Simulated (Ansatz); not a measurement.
This geometry of BrCl₃H₂HfO (8 atoms, charge 0, multiplicity 1) is a first-order saddle point.

Level of theory: RKS B3LYP-D4/def2-SVP in Ansatz 0.2.0.

```xyz
8
Properties=species:S:1:pos:R:3
Hf 0.193 0.307 0.009
Cl -0.176 0.052 2.621
Cl 2.028 -0.240 -1.360
Cl -1.239 1.799 -1.102
O -0.771 -1.326 -0.081
H -1.232 -2.161 0.032
Br 1.685 2.254 1.324
H 0.748 1.224 2.428
```

Task: Which two structures does it join? (They come from a converged band through this point; their orientation in space is the band's.)

Result: Bonds broken: Hf1–Cl2, Br7–H8. Bonds formed: Hf1–Br7, Cl2–H8.

Initial state:

```xyz
8
Properties=species:S:1:pos:R:3
Hf -0.051 -0.081 0.154
Cl -0.077 -0.200 2.533
Cl 2.060 -0.418 -0.858
Cl -1.304 1.688 -0.789
O -1.024 -1.619 -0.352
H -1.525 -2.388 -0.630
Br 1.698 2.674 1.233
H 1.458 2.253 2.579
```

Final state:

```xyz
8
Properties=species:S:1:pos:R:3
Hf 0.396 0.335 -0.326
Cl -0.963 0.874 2.649
Cl 1.455 -0.052 -2.385
Cl -1.302 1.890 -0.851
O -0.245 -1.372 0.197
H -0.638 -2.201 0.477
Br 2.291 1.215 1.131
H 0.243 1.220 2.979
```

Task: How far does it lie above each of them?

Result: 0.41 eV above the first and 0.35 eV above the second. This is the barrier of this one path; another mechanism may lie lower. The orbitals stay closed-shell, which can raise the energy where a bond breaks towards radicals; this wasn't checked here.

Run time: 2.1 min on 4 threads of AMD EPYC 9R45 96-Core Processor (Zen 5) (shared host), peak memory 0.47 GiB.
